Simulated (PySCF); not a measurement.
## Exercise with solution: refractive index and permittivity of the vapour

Al(SiH3)3 (AlH₉Si₃), SMILES [Al]([SiH3])([SiH3])[SiH3].

Geometry: PBE-D3(BJ)/def2-SVP. The structure was generated by enumeration; whether it is a known compound was not checked.

PySCF with PBE/def2-TZVP gives a mean static polarisability of 137.1 bohr³ and a dipole moment of 0.02 D. Take an ideal gas at 298.15 K and 1 bar, whether or not the substance is that volatile.

### Question
Work out n − 1 in the optical limit and the static ε − 1.

### Answer

Polarisability volume α' = 137.1 × 0.148185 = 20.32 Å³. Number density N = p/kT = 2.43e-5 Å⁻³.
Dilute limit of Lorentz–Lorenz: n − 1 = 2π N α' = 0.0031.
Orientation term of Debye: μ²/(3kT) = 8.098 Å³ × μ²(D²) = 0.00 Å³.
ε − 1 = 4π N (α' + μ²/3kT) = 0.0062. With no permanent dipole, ε equals n² in this model. Vibrational polarisation and dispersion are left out.
